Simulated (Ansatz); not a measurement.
Correlation energies of CH$_{6}$BFSi$_{2}$, SMILES `FB[SiH]1C[SiH2]1` by basis set

Z-matrix (Å, degrees):
```
Si
B 1 1.994
Si 1 2.275 2 113.5
C 1 1.910 2 118.0 3 -58.6
H 1 1.482 2 120.2 3 148.2
F 2 1.326 1 118.8 3 49.5
H 2 1.201 1 124.2 3 -126.5
H 3 1.481 1 121.1 2 150.3
H 3 1.480 1 121.0 2 -5.4
H 4 1.087 1 115.5 2 -14.5
H 4 1.088 1 116.0 2 -148.4
```

The species carries charge 0 and has multiplicity 1. All single points use the PBE0-D4/def2-TZVP geometry. It is one conformer, not always the lowest. Frozen core, restricted reference, Ansatz. CBS rows extrapolate triple and quadruple zeta; past MP2 they add the triple-zeta difference.

| basis | HF (Eh) | MP2 corr. | CCSD corr. | (T) | CCSD(T) total |
| --- | --- | --- | --- | --- | --- |
| def2-SVP | -743.03071 | -0.59900 | -0.65626 | -0.01951 | -743.70648 |
| def2-TZVPP | -743.43300 | -0.75839 | -0.80968 | -0.03213 | -744.27481 |
| def2-QZVPP | -743.45783 | -0.81731 | – | – | – |
| CBS(def2) | -743.46125 | -0.86095 | -0.91224 | as TZ | -744.40562 |
